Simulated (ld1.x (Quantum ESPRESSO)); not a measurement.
Results of a calculation; reference values are marked as such.
## Potentials for nitrogen compared

Generated with ld1.x 7.5 (TM, RRKJ, ultrasoft, PAW), atompaw 4.2 or ONCVPSP 4.0.1. The cutoff is in Ry: for ld1.x and atompaw files where the sum of valence levels is converged to 10 mRy in a Bessel basis, for ONCV files where the hardest occupied wave has 1 mHa per electron of residual kinetic energy. The error is the largest all-electron minus pseudo excitation energy over each file’s own four to seven test configurations (ionisations up to +4, promotions, holes and added fractions of an electron), all of which were solved. The labels leave out finer settings (local radius, basis sizes, second energies), which also bear on the numbers. Spin-polarised tests are not counted. The rows are a selection from randomly drawn settings: files with unsolved tests, undetermined cutoffs or missed reference levels are left out.

```csv
potential,cutoff (Ry),largest error (meV),bound ghosts
"TM semilocal, LDA (PZ), scalar-relativistic, rc 0.70/1.25/1.15 (spd), local d, core correction no, reference 2s2 2p3",140,+443,none
"ultrasoft, LDA (PZ), non-relativistic, rc 1.15/1.35/1.50 (spd), local d, core correction yes, reference 2s2 2p2.5",35,+18,none
```

Q: Fill in the row for N: ultrasoft, LDA (PZ), scalar-relativistic, rc 1.10/2.10 (sp), local smoothed, core correction yes, reference 2s2 2p3.

A: cutoff 15 Ry, largest error +412 meV, bound ghosts: none.

Q: Fill in the row for N: PAW, LDA (PZ), scalar-relativistic, rc 1.00/1.30/1.18 (spd), local smoothed, core correction yes, reference 2s1.75 2p3.25.

A: cutoff 40 Ry, largest error -1.8 meV, bound ghosts: none.

Q: Fill in the row for N: RRKJ, LDA (PZ), non-relativistic, rc 0.75/1.20/1.20 (spd), local d, core correction yes, reference 2s2 2p2.

A: cutoff 80 Ry, largest error +394 meV, bound ghosts: none.
